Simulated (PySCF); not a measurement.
B3LYP has the VWN-RPA correlation part, as in Gaussian. 

## [Mo(=O)2(OH)2] (charge 0, multiplicity 1)

Method: B3LYP-D3(BJ)/def2-TZVP // BP86-D3(BJ)/def2-SVP in PySCF.

```json
{
 "HOMO": "-8.77 eV",
 "dipole_moment": "1.40 D",
 "HOMO–LUMO gap": "5.90 eV",
 "LUMO": "-2.87 eV",
 "charge on the central atom (Mulliken)": "1.83 e",
 "total_energy": "-370.6483 Ha",
 "cost": "very roughly 110 core-seconds"
}
```

```xyz
7

Mo     0.1312     0.1012    -0.3326
O     -1.4910    -0.2194     0.0707
O      1.0441    -0.4200     1.0057
O      0.3942     1.9369    -0.6398
H      0.2504     2.6801    -0.0241
O      0.6288    -0.8384    -1.8831
H      0.5738    -1.7985    -2.0486
```
